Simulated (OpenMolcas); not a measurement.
An OpenMolcas run meant for Gd⁴⁺ (ANO-R1, X2C; inactive shells 1s 2s 2p 3s 3p 3d 4s 4p 4d 5s 5p; intended active space 6 electrons in 7 orbitals (4f)). One step of its input:

```
&CASPT2
Multistate=7 1 2 3 4 5 6 7
Frozen=14 9
IPEA=0.25
Imaginary=0.1
MaxIter=60
WThr=0.0 0.3 0.05
PrWF=0.5
NoMix
Shift=0.2
Sig2=0.3
```

Lines from the output:

```
|
   --------------------------------------------------------------------------------------
++ ---------   Input file   ---------
>>> COPY JOB001 $Project.JobIph
&CASPT2
Multistate=7 1 2 3 4 5 6 7
Frozen=14 9
IPEA=0.25
Imaginary=0.1
MaxIter=60
WThr=0.0 0.3 0.05
PrWF=0.5
NoMix
Shift=0.2
Sig2=0.3
-- ----------------------------------
>>> COPY JOB001 a.JobIph
*** symbolic link created: INPORB -> a.RasOrb
--- Start Module: caspt2 at  ---
()()()()()()()()()()()()()()()()()()()()()()()()()()()()()()()()()()()()()()()()()()()()()()()()()()
                                              &CASPT2
                                   only a single process is used
                       available to each process: 2.3 GB of memory, 1 thread
()()()()()()()()()()()()()()()()()()()()()()()()()()()()()()()()()()()()()()()()()()()()()()()()()()
 ###    ERROR: More than one intruder-state removal technique                ###
 ###    active: SHIFt/IMAGinary/SIG1/SIG2 are mutually exclusive!            ###
--- Stop Module: caspt2 at  /rc=_RC_INPUT_ERROR_ ---
.####################.
.# User input error #.
.####################.
```

Question: What is wrong with the input?

Answer: More than one intruder-state remedy is switched on.
